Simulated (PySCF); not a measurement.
A structure optimised at PBE-D3(BJ)/def2-SVP, used in a PySCF frequency run:

```xyz
13

C      2.4664     0.3121     0.4856
C      1.2706    -0.0804     0.0084
C     -0.0261     0.1628     0.6754
C     -1.1137    -0.9231     0.6471
C     -1.2811     0.3188    -0.1603
F     -1.1625     0.2186    -1.5227
H      2.5564     0.8565     1.4402
H      3.3970     0.1032    -0.0631
H      1.2189    -0.6172    -0.9549
H      0.0245     0.7833     1.5859
H     -0.8704    -1.8391     0.0860
H     -1.7350    -1.0759     1.5430
H     -2.0255     1.0808     0.1301
```
Charge 0, spin multiplicity 1.

Task: Write its SMILES and formula.

Result: C=C[C@@H]1C[C@@H]1F, C5H7F

Task: What are its rotational constants (standard atomic weights)?

Result: 6.9101, 2.4079, 2.0133 GHz
